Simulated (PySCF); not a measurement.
BH₅N, charge +1. Atoms are numbered in the order given.

```xyz
7

B      0.9218    -0.0087     0.0000
N     -0.6333    -0.0076     0.0000
H      1.4314     0.0060     1.0659
H      1.4314     0.0060    -1.0659
H     -0.9596     0.9693     0.0000
H     -1.0394    -0.4422     0.8337
H     -1.0394    -0.4422    -0.8337
```
Charge +1, spin multiplicity 1.

The structure is a stationary point at ωB97X-D3(BJ)/def2-TZVP. The isomer is the one that the SMILES or the coordinates give; other isomers of the formula were not compared.

Computed with PBE/pcSseg-2 (PySCF).

GIAO shieldings, no solvent; atoms alike by connectivity are averaged. δ = σ(ref) − σ: ¹¹B against BF3 (σ = 83.1 ppm); ¹⁵N against NH3 (σ = 262.8 ppm); ¹H against TMS (σ = 31.47 ppm), references at their B3LYP-D3(BJ)/def2-TZVP geometries, non-relativistic.

```tsv
atoms	nucleus	count	δ (ppm)
B1	¹¹B	1	73.9
N2	¹⁵N	1	?
H3, H4	¹H	2	?
H5, H6, H7	¹H	3	5.34
```

Q: Fill in the missing entries. (Estimate from the structure and the level; the computed values follow.)

A: 
- H3, H4, δ (ppm): 7.19
- N2, δ (ppm): 60.6
